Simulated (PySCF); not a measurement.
## Electronic absorption of BiH2(iPr)

BiH2(iPr), C₃H₉Bi.
SMILES: `C[CH](C)[BiH2]`

Computed, not measured: TDDFT CAM-B3LYP/def2-SVPD, vertical, gas phase, core orbitals frozen in the response, def2 core potentials past Kr in PySCF. Geometry: PBE0-D3(BJ)/def2-SVP, one conformer, isolated molecule. Spin–orbit coupling is left out.

| state | E (eV) | E (kJ/mol) | λ (nm) | f | \|μ\| (D) | symmetry | main configurations (H = HOMO, L = LUMO) |
| --- | --- | --- | --- | --- | --- | --- | --- |
| S1 | 5.44 | 525 | 227.8 | 0.055 | 1.64 | A′ | H→L (95%) |
| S2 | 5.72 | 552 | 216.6 | 0.022 | 1.01 | A″ | H→L+2 (97%) |
| S3 | 6.07 | 586 | 204.3 | 0.252 | 3.31 | A′ | H→L+1 (76%), H-1→L+1 (14%) |
| S4 | 6.62 | 639 | 187.3 | 0.124 | 2.22 | A′ | H-1→L (81%) |
| S5 | 6.92 | 667 | 179.3 | 0.0086 | 0.57 | A″ | H-1→L+2 (56%), H-2→L (39%) |
| S6 | 7.20 | 695 | 172.2 | 0.422 | 3.93 | A′ | H-1→L+1 (79%), H→L+1 (10%) |
| S7 | 7.43 | 717 | 166.9 | 0.081 | 1.70 | A′ | H→L+3 (84%) |
| S8 | 7.53 | 726 | 164.7 | 0.022 | 0.88 | A″ | H-2→L+1 (51%), H-1→L+2 (24%), H-2→L (21%) |
| S9 | 7.69 | 742 | 161.2 | 0.0021 | 0.27 | A″ | H→L+4 (94%) |
| S10 | 7.72 | 745 | 160.6 | 0.017 | 0.77 | A′ | H→L+5 (75%), H→L+6 (10%) |

Triplets (Tamm–Dancoff): T1 4.41 eV, H→L (63%), H→L+1 (30%); T2 5.05 eV, H→L+2 (81%), H-1→L+2 (14%); T3 5.27 eV, H→L+1 (45%), H→L (23%), H-1→L (18%); T4 5.80 eV, H-1→L (58%), H→L+1 (18%), H→L (8%).

The lowest singlet lies at 5.44 eV (228 nm, ultraviolet) and is of moderate strength; its leading configuration is HOMO→LUMO (95%). The strongest level in the table is S6 at 7.20 eV (172 nm, f = 0.422). Löwdin shares by element: HOMO bismuth 47%, carbon 35% (atoms not listed hold the other 17%); LUMO bismuth 47%, hydrogen 17% or more, carbon 8% or more (atoms not listed hold the other 28%). Weighted by f, the mean energy of these states is 6.75 eV. Of the 10 states listed, 8 reach f = 0.01 and none stays under 0.0005. Orbital energies (eV): HOMO-3 -11.10, HOMO-2 -10.03, HOMO-1 -9.17, HOMO -7.94, LUMO 0.46, LUMO+1 0.82, LUMO+2 0.96. The vertical ionisation energy (ΔSCF) is 8.71 eV, 0.99 eV above S10. Symmetry labels in Cs follow from the direction of the transition dipole and are given only for states with f of 0.002 or more. Only the lowest 10 singlets were computed, as vertical energies without vibronic structure.

On an x86-64 server with one thread (shared host), this took 30 s wall.
